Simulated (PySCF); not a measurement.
H₁₀PSi₃, SMILES [SiH3][PH+]([SiH3])[SiH3], charge +1.

The structure is a stationary point at PBE-D3(BJ)/def2-SVP. The isomer is the one that the SMILES or the coordinates give; other isomers of the formula were not compared.

All values below come from PySCF with CAM-B3LYP/def2-TZVP.

Symmetry labels are those of the subgroup Cs that the program uses (full group C3v).

Computed valence orbital energies around the gap with their symmetry:
```json
[
 {"orbital": "HOMO−7", "symmetry": "A'", "energy (eV)": "-16.37"},
 {"orbital": "HOMO−6", "symmetry": "A\"", "energy (eV)": "-16.37"},
 {"orbital": "HOMO−5", "symmetry": "A\"", "energy (eV)": "-15.89"},
 {"orbital": "HOMO−4", "symmetry": "A'", "energy (eV)": "-15.89"},
 {"orbital": "HOMO−3", "symmetry": "A\"", "energy (eV)": "-15.75"},
 {"orbital": "HOMO−2", "symmetry": "A'", "energy (eV)": "-15.70"},
 {"orbital": "HOMO−1", "symmetry": "A'", "energy (eV)": "-14.85"},
 {"orbital": "HOMO", "symmetry": "A\"", "energy (eV)": "-14.85"},
 {"orbital": "LUMO", "symmetry": "A'", "energy (eV)": "-4.07"},
 {"orbital": "LUMO+1", "symmetry": "A'", "energy (eV)": "-3.72"},
 {"orbital": "LUMO+2", "symmetry": "A\"", "energy (eV)": "-3.64"},
 {"orbital": "LUMO+3", "symmetry": "A'", "energy (eV)": "-3.64"}
]
```
